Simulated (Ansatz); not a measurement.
Two isomers of C3H8OSi: A = `CC(C)[Si]O`, B = `C/C=C(\O)[SiH3]`.

Computed with Ansatz on PBE0-D4/def2-TZVP structures; ΔE is electronic, products minus reactants. CCSD(T)/CBS is the MP2 limit (def2-TZVPP, def2-QZVPP) plus CCSD(T) − MP2 in def2-TZVPP, frozen cores. Functionals use def2-TZVPP. B3LYP here is the variant with VWN-RPA as its local correlation; programs differ in this. Each species was taken in one conformer, which may not be the lowest.

**Question.** Which is lower in electronic energy at CCSD(T)/CBS, and by how much? (Estimate.)

**Answer.** Ansatz gave: A, by 103.7 kJ/mol.

**Question.** Give E(B) − E(A) in kJ/mol with MP2/def2-TZVPP, HF/def2-TZVPP, B3LYP-D4, PBE-D4, B3LYP, ωB97M-V, r2SCAN-D4. (Estimate.)

**Answer.** The calculation gave: MP2/def2-TZVPP 106.1, HF/def2-TZVPP 81.0, B3LYP-D4 94.4, PBE-D4 93.5, B3LYP 89.9, ωB97M-V 109.5, r2SCAN-D4 86.4. None reverses the order clearly.

Largest T1 diagnostic: 0.013.

From PBE to PBE0 (25 % exact exchange), in def2-TZVPP and without D4, E(B) − E(A) moves by +3.3 kJ/mol. In def2-TZVPP, CCSD(T) changes the Hartree–Fock value by +22.4 kJ/mol (the triples alone add −1.9 kJ/mol) and MP2 by +25.1 kJ/mol.
